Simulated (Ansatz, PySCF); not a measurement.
Si(Cl)(I)2(Me) (CH3ClI2Si), SMILES I[Si](C)(Cl)I. Atoms are numbered in the order given.

```xyz
8

C     -2.3758    -0.7135     0.3733
Si    -0.5567    -0.3653     0.5037
Cl     0.1499    -1.0632     2.3104
I     -0.1514     2.0402     0.3810
I      0.6456    -1.4960    -1.2967
H     -2.5486    -1.7982     0.4416
H     -2.7624    -0.3448    -0.5879
H     -2.9067    -0.2093     1.1950
```
Charge 0, spin multiplicity 1.

Geometry optimised at PBE0-D3(BJ)/def2-SVP. The def2 effective core potentials stand for the cores of I; spin–orbit coupling is left out.

Two levels are set side by side: PBE-D3(BJ)/def2-SVP (Ansatz, a quantum-chemistry and plane-wave program) and PBE0-D3(BJ)/def2-SVP (Ansatz). Each level has its own optimised geometry; the coordinates shown are those of the second. Frequencies come from the Hessian of PySCF at each geometry. Differences are taken from unrounded values.

| quantity | PBE0-D3(BJ) |
|---|---|
| mean bond length (Å) | 1.729 |
| bond C1–Si2 (Å) | 1.857 |
| bond Si2–Cl3 (Å) | 2.062 |
| bond Si2–I4 (Å) | 2.442 |
| bond Si2–I5 (Å) | 2.442 |
| bond C1–H6 (Å) | 1.101 |
| bond C1–H7 (Å) | 1.100 |
| bond C1–H8 (Å) | 1.101 |
| highest harmonic wavenumber (cm⁻¹) | 3185 |
| mean harmonic wavenumber (cm⁻¹) | 1001 |
| zero-point energy (kcal/mol) | 25.75 |

What does PBE-D3(BJ) give, and how far is it from PBE0-D3(BJ)? (Estimate from the structure and the level; the computed values follow.)


```csv
quantity,PBE-D3(BJ),PBE-D3(BJ) minus PBE0-D3(BJ)
mean bond length (Å),1.743,0.014
bond C1–Si2 (Å),1.871,0.014
bond Si2–Cl3 (Å),2.078,0.016
bond Si2–I4 (Å),2.465,0.022
bond Si2–I5 (Å),2.465,0.022
bond C1–H6 (Å),1.108,0.008
bond C1–H7 (Å),1.108,0.008
bond C1–H8 (Å),1.108,0.008
highest harmonic wavenumber (cm⁻¹),3099,-86
mean harmonic wavenumber (cm⁻¹),969,-32
zero-point energy (kcal/mol),24.94,-0.82
```

Exact exchange shortens and stiffens bonds; PBE has none. Differences between two approximate levels are no errors against the true value.
